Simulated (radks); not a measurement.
Results of a calculation; reference values are marked as such.
Task: The mean radii <r> (bohr) of the occupied orbitals of an atom or ion are listed with their occupations. Code: a radial shooting solver on a logarithmic mesh with Libxc functionals. Model: Dirac Kohn-Sham, PBE, spin-unpolarised, spherical densities, finite nucleus; Fermi nuclear charge, rms radius of each element as measured or else 0.836 A^(1/3) + 0.57 fm.

| orbital | occ. | <r> |
|---|---|---|
| 1s1/2 | 2 | 0.06090 |
| 2s1/2 | 2 | 0.2792 |
| 2p1/2 | 2 | 0.2451 |
| 2p3/2 | 4 | 0.2481 |
| 3s1/2 | 2 | 0.8446 |
| 3p1/2 | 2 | 0.8850 |
| 3p3/2 | 4 | 0.8935 |
| 3d3/2 | 4 | 1.062 |
| 4p1/2 | 1 | 2.895 |

Name the element and its charge. Open shells, if any, fill j = l - 1/2 first.

Result: Z = 25, manganese, charge +2: Mn2+ in [Ar] 3d4 4p1. The 1s radius gives Z: for a bare nucleus <r> = (2 gamma + 1)/(2Z) with gamma = sqrt(1 - (Z/c)^2), 0.05933 bohr for Z = 25, and screening makes it slightly larger (0.06090 here). The occupations add up to 23, and the charge is Z minus that.
